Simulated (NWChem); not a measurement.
# SiH$_{3}$I; SMILES [SiH3]I

```xyz
5

Si     0.0000     0.0000     1.8340
I      0.0000     0.0000    -0.6151
H      0.9985     0.9985     2.3078
H      0.3655    -1.3639     2.3078
H     -1.3639     0.3655     2.3078
```
Atoms are numbered in this order, from 1.

Computed with NWChem. The geometry was optimised at PBE0/def2-SVP. def2 effective core potentials on I; no spin-orbit coupling.

```csv
level,basis functions,highest occupied level (eV),orbital gap (eV),dipole (D)
"B3LYP/STO-3G (all-electron, non-relativistic)",39,___,___,___
"B3LYP/3-21G (all-electron, non-relativistic)",50,-7.27,6.33,1.59
B3LYP/def2-SVP (core potentials),59,-7.36,6.52,1.24
B3LYP/def2-SVPD (core potentials),83,-7.46,6.27,1.19
B3LYP/def2-TZVP (core potentials),105,-7.48,6.43,1.14
```

**Question.** Fill in the missing entries.

**Answer.** 
- B3LYP/STO-3G (all-electron, non-relativistic), highest occupied level (eV): -4.65
- B3LYP/STO-3G (all-electron, non-relativistic), orbital gap (eV): 7.97
- B3LYP/STO-3G (all-electron, non-relativistic), dipole (D): 2.32
